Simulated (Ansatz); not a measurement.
`CC(C)(C)OC(C)(C)C` + `CC[SiH2]S` → `CC[SiH2]SC` + `CC(C)OC(C)(C)C`  (substitution at a C–C bond)

Program: Ansatz. Geometries: PBE0-D4/def2-TZVP. ΔE: electronic, gas phase. CBS: MP2 limit from def2 TZ/QZ plus the TZ coupled-cluster correction, frozen cores. Functionals use def2-TZVPP. Each species was taken in one conformer, which may not be the lowest.

`CC(C)(C)OC(C)(C)C`:

Z-matrix (Å, degrees):
```
C
C 1 1.524
H 1 1.092 2 110.9
H 1 1.092 2 110.2 3 120.5
H 1 1.092 2 110.0 3 -120.3
C 2 1.524 1 108.9 3 -60.5
C 2 1.528 1 108.8 3 59.8
O 2 1.427 1 102.5 3 177.8
H 6 1.093 2 109.0 1 59.0
H 6 1.091 2 112.5 1 177.9
H 6 1.091 2 111.0 1 -59.9
H 7 1.093 2 109.9 1 -53.6
H 7 1.089 2 112.5 1 -173.6
H 7 1.092 2 109.8 1 65.4
C 8 1.427 2 126.8 1 164.2
C 15 1.524 8 102.5 2 164.2
C 15 1.524 8 114.5 2 46.4
C 15 1.528 8 111.4 2 -79.7
H 16 1.092 15 110.2 8 -61.6
H 16 1.092 15 110.8 8 177.8
H 16 1.092 15 110.0 8 57.6
H 17 1.091 15 111.0 8 54.2
H 17 1.093 15 109.0 8 173.1
H 17 1.091 15 112.4 8 -68.0
H 18 1.093 15 109.9 8 -165.9
H 18 1.089 15 112.5 8 74.2
H 18 1.092 15 109.8 8 -46.9
```

`CC[SiH2]S`:

Cartesian coordinates in Å:
```
C -1.398 0.540 0.869
C -0.008 0.668 0.251
Si 0.467 -0.821 -0.778
S 2.396 -0.629 -1.690
H -2.169 0.442 0.101
H -1.470 -0.337 1.518
H -1.648 1.416 1.474
H 0.057 1.555 -0.387
H 0.750 0.799 1.032
H 0.413 -2.047 0.066
H -0.458 -0.989 -1.930
H 3.066 -0.597 -0.526
```

`CC[SiH2]SC`:

```xyz
15

C    -1.017    1.794    0.009
C    -0.080    0.978    0.893
Si   -0.477   -0.854    0.934
S    -0.439   -1.754   -0.998
C     1.315   -1.520   -1.404
H    -0.744    2.852    0.003
H    -2.051    1.722    0.354
H    -0.996    1.436   -1.024
H    -0.110    1.336    1.929
H     0.960    1.097    0.569
H    -1.862   -1.084    1.425
H     0.496   -1.548    1.826
H     1.956   -1.961   -0.641
H     1.493   -2.031   -2.350
H     1.558   -0.464   -1.526
```

`CC(C)OC(C)(C)C`:

```xyz
24

C     0.420    2.406   -0.457
C    -0.501    1.222   -0.233
C    -1.830    1.392   -0.943
O     0.133    0.052   -0.724
C     0.413   -1.006    0.190
C    -0.871   -1.561    0.797
C     1.077   -2.067   -0.671
C     1.374   -0.548    1.282
H     1.360    2.273    0.081
H     0.648    2.502   -1.522
H    -0.046    3.335   -0.118
H    -0.689    1.124    0.843
H    -1.668    1.458   -2.022
H    -2.338    2.302   -0.614
H    -2.485    0.540   -0.750
H    -0.650   -2.419    1.436
H    -1.552   -1.887    0.007
H    -1.386   -0.818    1.411
H     1.343   -2.941   -0.073
H     1.984   -1.666   -1.127
H     0.402   -2.379   -1.470
H     0.933    0.228    1.913
H     1.639   -1.386    1.930
H     2.289   -0.154    0.837
```

| level | ΔE (kJ/mol) |
| --- | --- |
| ωB97X-V | 1.3 |
| B2PLYP | -2.2 |
| CCSD/def2-TZVPP | 5.5 |
| MP2/def2-QZVPP | 4.8 |

**Question.** What does CCSD(T)/CBS give? (An estimate is asked.)

**Answer.** Computed: +3.9 kJ/mol. The listed levels differ from it by -2.6, -6.1, 1.6, 0.9 kJ/mol.

Largest T1 diagnostic among the species: 0.010.

The D4 term adds +4.4 kJ/mol with B3LYP and +2.6 kJ/mol with PBE0; it sums over pairs of atoms, weighted by their polarisabilities, and B3LYP, whose exchange is more repulsive, gets the larger term. In def2-TZVPP, CCSD(T) changes the Hartree–Fock value by +14.4 kJ/mol (the triples alone add +1.2 kJ/mol) and MP2 by +14.2 kJ/mol.

B3LYP here is the variant with VWN-RPA as its local correlation; programs differ in this.
